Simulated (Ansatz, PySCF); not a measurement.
Dissociation curve of LiBr, singlet.

Levels of theory: UHF/aug-cc-pVQZ (Ansatz, a program for electronic structure); RHF/aug-cc-pVQZ (Ansatz); UKS-PBE = Ansatz with unrestricted PBE/aug-cc-pVQZ; RKS-PBE = restricted PBE/aug-cc-pVQZ in Ansatz; UKS-B3LYP = unrestricted B3LYP/aug-cc-pVQZ run with Ansatz; RKS-B3LYP = restricted B3LYP/aug-cc-pVQZ in Ansatz; UKS-B3LYP/6-31G* = unrestricted B3LYP/6-31G*, spherical d run with PySCF; RKS-B3LYP/6-31G* = restricted B3LYP/6-31G*, spherical d run with PySCF; UKS-B3LYP/3-21G = unrestricted B3LYP/3-21G (PySCF); RKS-B3LYP/3-21G = PySCF 2.14.0 with restricted B3LYP/3-21G; UKS-B3LYP/LANL2DZ = unrestricted B3LYP/LANL2DZ, with its core potentials past Ne (PySCF); RKS-B3LYP/LANL2DZ = restricted B3LYP/LANL2DZ, with its core potentials past Ne (PySCF).

Scanned distances (Å): 1.75, 1.84, 1.96, 2.07, 2.11, 2.17, 2.22, 2.28, 2.40, 2.47, 2.67, 2.95, 3.23, 3.62, 3.92, 4.34, 4.74, 5.33, 5.75, 6.55, 7.47, 8.73.

Problem. Where does the unrestricted solution first break spin symmetry (<S²> of 0.01 or more)?

Solution. UHF: between 4.74 and 5.33 Å; UKS-PBE: between 3.92 and 4.34 Å; UKS-B3LYP: between 4.34 and 4.74 Å; UKS-B3LYP/6-31G*: between 3.92 and 4.34 Å; UKS-B3LYP/3-21G: between 3.92 and 4.34 Å; UKS-B3LYP/LANL2DZ: between 3.92 and 4.34 Å.

```tsv
R / Å	<S²> UHF	E(RHF) − E(UHF) / kcal/mol	<S²> UKS-PBE	E(RKS-PBE) − E(UKS-PBE) / kcal/mol	<S²> UKS-B3LYP	E(RKS-B3LYP) − E(UKS-B3LYP) / kcal/mol	<S²> UKS-B3LYP/6-31G*	E(RKS-B3LYP/6-31G*) − E(UKS-B3LYP/6-31G*) / kcal/mol	<S²> UKS-B3LYP/3-21G	E(RKS-B3LYP/3-21G) − E(UKS-B3LYP/3-21G) / kcal/mol	<S²> UKS-B3LYP/LANL2DZ	E(RKS-B3LYP/LANL2DZ) − E(UKS-B3LYP/LANL2DZ) / kcal/mol
1.75	0.00	0.0	0.00	0.0	0.00	0.0	0.00	0.0	0.00	0.0	0.00	0.0
1.84	0.00	0.0	0.00	0.0	0.00	0.0	0.00	0.0	0.00	0.0	0.00	0.0
1.96	0.00	0.0	0.00	0.0	0.00	0.0	0.00	0.0	0.00	0.0	0.00	0.0
2.07	0.00	0.0	0.00	0.0	0.00	0.0	0.00	0.0	0.00	0.0	0.00	0.0
2.11	0.00	0.0	0.00	0.0	0.00	0.0	0.00	0.0	0.00	0.0	0.00	0.0
2.17	0.00	0.0	0.00	0.0	0.00	0.0	0.00	0.0	0.00	0.0	0.00	0.0
2.22	0.00	0.0	0.00	0.0	0.00	0.0	0.00	0.0	0.00	0.0	0.00	0.0
2.28	0.00	0.0	0.00	0.0	0.00	0.0	0.00	0.0	0.00	0.0	0.00	0.0
2.40	0.00	0.0	0.00	0.0	0.00	0.0	0.00	0.0	0.00	0.0	0.00	0.0
2.47	0.00	0.0	0.00	0.0	0.00	0.0	0.00	0.0	0.00	0.0	0.00	0.0
2.67	0.00	0.0	0.00	0.0	0.00	0.0	0.00	0.0	0.00	0.0	0.00	0.0
2.95	0.00	0.0	0.00	0.0	0.00	0.0	0.00	0.0	0.00	0.0	0.00	0.0
3.23	0.00	0.0	0.00	0.0	0.00	0.0	0.00	0.0	0.00	0.0	0.00	0.0
3.62	0.00	0.0	0.00	0.0	0.00	0.0	0.00	0.0	0.00	0.0	0.00	0.0
3.92	0.00	0.0	0.00	0.0	0.00	0.0	0.00	0.0	0.00	0.0	0.00	0.0
4.34	0.00	0.0	0.11	0.1	0.00	0.0	0.06	0.0	0.20	0.4	0.11	0.1
4.74	0.00	0.0	0.25	0.9	0.20	0.5	0.26	0.8	0.37	1.8	0.30	1.2
5.33	0.99	4.2	0.37	2.1	0.35	1.9	0.40	2.5	0.50	4.0	0.44	3.1
5.75	1.00	9.0	0.43	2.9	0.41	2.9	0.46	3.6	0.56	5.3	0.49	4.3
6.55	1.01	16.6	0.49	3.9	0.48	4.4	0.52	5.2	0.62	7.3	0.56	6.1
7.47	1.01	23.2	0.53	4.7	0.53	5.7	0.57	6.5	0.66	8.9	0.60	7.5
8.73	1.01	29.8	0.56	5.3	0.57	6.9	0.60	7.7	0.69	10.2	0.64	8.8
```
